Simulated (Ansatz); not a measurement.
`[Cl][SnH]([Cl])[GeH3]` + H₂S → `[SH][SnH]([Cl])[Cl]` + GeH₄ at 700 K and 1 bar (cleavage of the Sn–Ge bond).

Isolated molecules relaxed with PBE0-D4/def2-TZVP in Ansatz; ΔE leaves out vibrations. CBS: MP2 limit from def2 TZ/QZ plus the TZ coupled-cluster correction, frozen cores. This one scheme is used for every species. def2 core potentials past Kr. For Ge, Sn outer-core shells are correlated without core-valence functions, which leaves a few kJ/mol of doubt a bond. Scalar relativity is left out up to krypton. Each species was taken in one conformer, which may not be the lowest.

```csv
species,CCSD(T)/CBS energy (Eh),H − E (kJ/mol),S (J/(mol·K))
`[Cl][SnH]([Cl])[GeH3]`,-3212.19414,163.8,514.8
H₂S,-398.97279,64.8,236.9
`[SH][SnH]([Cl])[Cl]`,-1532.67433,113.2,469.6
GeH₄,-2078.49493,112.9,267.3
```

H − E and S are ideal-gas, rigid-rotor, harmonic terms from PBE0-D4/def2-TZVP, for one conformer and one mirror image of each species. 1 Eh = 2625.50 kJ/mol, R = 8.31446 J/(mol·K).

Task: By hand: ΔE, ΔH, ΔS and ΔG.

Result: ΔE = (-1532.67433) + (-2078.49493) − (-3212.19414) − (-398.97279) = -0.00233 Eh = -6.1 kJ/mol. Δ(H − E) = 113.2 + 112.9 − 163.8 − 64.8 = -2.5, so ΔH = -8.6 kJ/mol. ΔS = 469.6 + 267.3 − 514.8 − 236.9 = -14.8 J/(mol·K). ΔG = -8.6 − 700 × (-14.8)/1000 = 1.8 kJ/mol.

Task: By hand: the equilibrium constant, and the temperature at which ΔG would vanish if ΔH and ΔS stayed fixed.

Result: log₁₀ K = −ΔG/(RT ln 10) = -0.1. ΔG = 0 at ΔH/ΔS = 581 K, though so small a ΔH makes that figure unsure.

TΔS isn't small against ΔH here. The sign of ΔG lies within the doubt. A doubt of 5 kJ/mol in ΔE shifts log₁₀ K by 0.4 here. Other conformers and mirror images would add mixing entropy, several J/(mol·K) or more a flexible species. Modes under 60 cm⁻¹, often nearly free rotors, make the harmonic entropy too high. These are equilibria of isolated gas molecules and say nothing of rates. Largest T1 diagnostic: 0.012 (customary marks: 0.02 for closed shells, 0.045 for open ones).
